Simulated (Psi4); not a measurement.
F₂O (SMILES FOF), singlet, at a GFN2-xTB geometry. Base run: B3LYP/6-31G (Psi4).

The Psi4 input:
```
memory 2 GB

molecule mol {
0 1
F     0.018890    1.091872   -0.247236
O    -0.022432   -0.002760    0.568977
F     0.001050   -1.089418   -0.258521
}

set {
  basis 6-31g
  reference rks
}

energy('b3lyp')
print_variables()
```

The base run was repeated with changes; each row names its change, and settings that it needs were set with it.

| change | ΔE vs base (mEh) | SCF cycles | grid points | basis functions |
|---|---|---|---|---|
| base | 0.000 | 7 | 63973 | 27 |
| scf_type = cd | -0.314 | 8 | 63973 | 27 |
| df_basis_scf = def2-universal-jkfit | -0.012 | 7 | 63973 | 27 |
| cholesky_tolerance = 1e-3 (with scf_type cd) | 1.067 | 7 | 63973 | 27 |
| guess = modhuckel | 0.000 | 8 | 63973 | 27 |
| scf_type = direct | 0.001 | 9 | 63973 | 27 |
| scf_type = disk_df | 0.000 | 7 | 63973 | 27 |
| level_shift = 1.0 | 0.000 | 7 | 63973 | 27 |
| dft_spherical_points = 434 | 0.006 | 7 | 91929 | 27 |
| soscf = true | 0.000 | 6 | 63973 | 27 |
| dft_radial_points = 35 | -0.048 | 7 | 30560 | 27 |
| basis_guess = true | 0.000 | 6 | 63973 | 27 |
| df_basis_scf = cc-pvqz-jkfit | 0.003 | 7 | 63973 | 27 |
